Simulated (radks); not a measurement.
Values are calculated unless marked as measured or tabulated.
The cobalt ion Co2+ inside a hard spherical wall (all orbitals vanish at R), configuration held at [Ar] 3d7 and not refilled when levels cross. Code: a radial shooting solver on a logarithmic mesh with Libxc functionals. Model: non-relativistic Kohn-Sham, LDA (Slater exchange, VWN5 correlation), spin-polarised, spherical densities, point nucleus; open shells are filled with parallel spins first. Eigenvalues in eV for spin up, with the zero of energy where the potential of the charges vanishes at infinity; a dash marks a level that is unbound or too diffuse for the functional's potential to be trusted. A positive occupied level is held by the wall or, in an anion where self-interaction has pushed it up, behind a barrier. The pressure on the wall is -dE/dV.

| R (bohr) | E (hartree) | kinetic (hartree) | e(2p) | e(3s) | e(3p) | e(3d) | e(4s, empty) | e(4p, empty) | pressure (GPa) |
|---|---|---|---|---|---|---|---|---|---|
| free | -1379.21648 | 1377.641 | -785.13 | -119.72 | -85.319 | -28.765 | -21.170 | -14.865 | 0 |
| 20 | -1379.21648 | 1377.641 | -785.13 | -119.72 | -85.319 | -28.765 | -21.170 | -14.865 | < 0.0001 |
| 12 | -1379.21648 | 1377.641 | -785.13 | -119.72 | -85.319 | -28.765 | -21.170 | -14.865 | < 0.0001 |
| 7 | -1379.21647 | 1377.642 | -785.13 | -119.72 | -85.318 | -28.764 | -21.161 | -14.808 | 0.00112 |
| 5 | -1379.21524 | 1377.655 | -785.05 | -119.64 | -85.246 | -28.694 | -20.788 | -13.867 | 0.277 |
| 4 | -1379.20343 | 1377.749 | -784.52 | -119.20 | -84.815 | -28.263 | -19.047 | -10.957 | 4.44 |
| 3.5 | -1379.17479 | 1377.936 | -783.59 | -118.45 | -84.084 | -27.502 | -16.282 | -7.047 | 18.5 |
| 3 | -1379.08159 | 1378.464 | -781.33 | -116.73 | -82.400 | -25.662 | -9.839 | 1.205 | 83.7 |
| 2 | -1377.39704 | 1386.505 | -760.64 | -102.63 | -67.977 | -8.624 | 49.501 | 67.012 | 3140 |
